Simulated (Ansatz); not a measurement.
The lowest singlet and triplet of CF2 (SMILES F[C]F); geometries from B3LYP-D3(BJ)/def2-TZVP, each state relaxed from the structure named, with no frequency check.
Singlet (charge 0, multiplicity 1):
```xyz
3

F     -1.0322    -0.2001     0.0000
C     -0.0006     0.5969     0.0000
F      1.0326    -0.1978     0.0000
```

A positive gap puts the triplet lower; no zero-point energy. U- takes an unrestricted singlet (broken symmetry where lower, unprojected). The triplet is unrestricted in single-reference levels. Active spaces average the two states.

Frozen-core correlation.

Run with Ansatz (a quantum-chemistry and plane-wave program) with Gaussian orbitals. Each number belongs to the level named beside it.

**Question.** Estimate the gap E(singlet) − E(triplet), vertical, at the singlet's geometry that FIC-MRCISD+Q on SA-CASSCF(2,2)/cc-pVQZ returns for this input.

**Answer.** -61.9 kcal/mol

**Question.** Give the gap E(singlet) − E(triplet), vertical, at the singlet's geometry at the level U-CCSD(T)/cc-pVQZ (spin-contaminated).

**Answer.** -63.4 kcal/mol

**Question.** Estimate the gap E(singlet) − E(triplet), vertical, at the singlet's geometry that SC-NEVPT2 on SA-CASSCF(2,2)/cc-pVTZ returns for this input.

**Answer.** -60.6 kcal/mol
